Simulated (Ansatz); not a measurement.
The first iterations of a band of ClF5Mo + HO (9 atoms, charge 0, multiplicity 2).

Theory: UKS PBE/def2-SVP (Ansatz).

| Quantity | Value |
| --- | --- |
| movable images | 7 |
| climbing image | yes |
| spring | 0.5 eV/Å² |
| optimiser | quadratic models (default) |
| start path | through a guess of the saddle point |
| force threshold | 0.05 eV/Å |
| iteration limit | 26 |
| end points | relaxed |

Initial state:

```xyz
9
Properties=species:S:1:pos:R:3
Mo 0.112 -0.037 0.038
F 0.705 -0.358 1.788
F 1.861 -0.282 -0.529
F 0.474 1.758 0.275
Cl -2.015 0.248 0.793
F -0.172 -1.851 -0.172
F -0.372 0.269 -1.717
O -1.297 -0.203 3.740
H -0.351 -0.345 3.470
```

Final state:

```xyz
9
Properties=species:S:1:pos:R:3
Mo -0.052 0.141 0.030
F 0.446 0.356 2.328
F 1.746 -0.395 -0.167
F 0.476 1.870 0.251
Cl -2.281 0.697 0.326
F -0.368 -1.537 0.801
F -0.299 -0.167 -1.763
O -0.316 -0.493 3.248
H -0.406 -1.273 2.633
```

| iteration | highest image above the first end (eV) | largest band force component (eV/Å) |
| --- | --- | --- |
| 1 | 31.509 | 223.780 |
| 2 | 6.202 | 51.672 |
| 3 | 3.475 | 34.168 |
| 4 | 1.477 | 14.586 |
| 5 | 1.457 | 5.392 |
| 6 | 1.454 | 2.321 |
| 7 | 1.427 | 3.302 |
| 8 | 1.423 | 1.948 |

Task: Does the band converge within its limit, and where does its top end?

Result: The forces met the threshold. It ended after 24 iterations with the highest image 1.425 eV above the first end. The top lies less than 8 meV above the higher end, about what the thresholds resolve: that end is a shoulder or a very shallow well. Another band between the same ends (7 images) ends at a top of the same energy, where a vibrational analysis finds 1 clearly imaginary mode.

The run took 28 min on 4 threads of Arm Neoverse V1, with other jobs on the host, peak memory 0.46 GiB.
